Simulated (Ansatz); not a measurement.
A structure relaxed at PBE0-D4/def2-SVP in Ansatz, charge 0, singlet:

```xyz
5

Ti    0.1153    0.3319   -1.8167
Ti   -1.2299    0.7261    0.1034
Ti   -0.0457   -1.4156   -0.2128
F     1.4518   -1.3977    0.7306
F    -0.2915    1.7553    1.1955
```

Q: Give its formula and point group.

A: Ti3F2. Point group Cs (tolerance 0.1 Å).

Q: Summarise the bond lengths by kind (pairs closer than 1.2 times the sum of covalent radii, bridged metal pairs left out).

A: 3 × Ti–Ti 2.38 to 2.47 Å; 2 × F–Ti 1.77 Å.

The restricted singlet is unstable towards broken spin symmetry in Hartree–Fock (as tested in another run); at PBE0-D4/def2-SVP this wasn't settled. Another isomer (triplet) lies 0.99 eV lower at PBE0-D4/def2-TZVP; other spin states weren't run for this one.
